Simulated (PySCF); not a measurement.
Gas-phase reaction: 2 GeHCl + GeH₄ ⇌ 3 GeH₂ + 2 Cl

Method: PySCF energies (xtb for GFN2) plus ideal-gas RRHO corrections (1 bar). † marks an energy on the PBE0/def2-TZVP geometry and frequencies; other levels use their own. MP2 and CCSD(T) freeze the core. Open shells (unrestricted): Cl (multiplicity 2, electronic degeneracy 6); the rest are closed-shell singlets. GFN2 has no spin-polarisation term. Spin-orbit splitting is ignored; it lowers the true energy and changes the entropy of Cl. Ge: all electrons, no relativistic terms. GeHCl, GeH₂: computed as isolated molecules; such fragments, hydroxides, amides, oligomers or adducts are transient or little studied in the gas. MP2 isn't extrapolated to the basis-set limit; its ΔH°(298 K) is 788.5 kJ in def2-SVP and 853.6 kJ in def2-TZVPP. CCSD(T) isn't extrapolated to the basis-set limit; its ΔH°(298 K) is 745.1 kJ in def2-SVP and 798.9 kJ in def2-TZVPP. The harmonic model lacks anharmonicity and excited electronic states, which grow with temperature; levels with a mode under 35 cm⁻¹ are left out.

```csv
level,"ΔE electronic, kJ","ΔH°(298 K), kJ","ΔS°(298 K), J/K","ΔG°(1600 K), kJ"
CCSD(T)/def2-TZVPP†,817,799,252,390
GFN2-xTB,809,788,250,381
MP2/def2-SVP†,807,788,252,379
PBE/def2-SVP,859,841,251,434
PBE0/def2-QZVP†,849,830,252,421
PBE0/def2-SVP†,841,823,252,414
LDA/def2-TZVP†,978,960,252,551
```
ΔH° is lowest at GFN2-xTB and highest at LDA/def2-TZVP†. No reference value is set beside these.
